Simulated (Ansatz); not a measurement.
C3H3BrO can be A, `O=C=CCBr`, or B, `Br/C=C1\CO1`.

Program: Ansatz. Geometries: PBE0-D4/def2-TZVP. ΔE: electronic, gas phase. CCSD(T)/CBS is the MP2 limit (def2-TZVPP, def2-QZVPP) plus CCSD(T) − MP2 in def2-TZVPP, frozen cores. DFT in def2-TZVPP. B3LYP here is the variant with VWN-RPA as its local correlation; programs differ in this. For Br outer-core shells are correlated without core-valence functions, which leaves a few kJ/mol of doubt a bond. Scalar relativity is left out up to krypton. Each species was taken in one conformer, which may not be the lowest.

Problem. Which is lower in electronic energy at CCSD(T)/CBS, and by how much? (An estimate is asked.)

Solution. Computed: A, by 33.4 kcal/mol.

Problem. Give E(B) − E(A) in kcal/mol with CCSD/def2-TZVPP, B3LYP-D4, B2PLYP, CCSD(T)/def2-TZVPP, CCSD(T)/def2-SVP, BLYP-D4, LDA (SPW92). (Best estimate.)

Solution. The calculation gave: CCSD/def2-TZVPP 33.7, B3LYP-D4 36.0, B2PLYP 36.0, CCSD(T)/def2-TZVPP 33.6, CCSD(T)/def2-SVP 35.3, BLYP-D4 36.9, LDA (SPW92) 29.8. None reverses the order clearly.

Problem. Does the order hold for the free energy at 298.15 K (harmonic terms from PBE0-D4)? (Best estimate.)

Solution. The calculation gave: Yes: G(B) − G(A) = +34.2 kcal/mol, for one conformer each.

Largest T1 diagnostic: 0.012.

From r2SCAN to r2SCAN0 (25 % exact exchange), in def2-TZVPP and without D4, E(B) − E(A) moves by −0.8 kcal/mol. At CCSD(T), def2-SVP lies +1.9 kcal/mol from the extrapolated value and def2-TZVPP +0.2 kcal/mol.
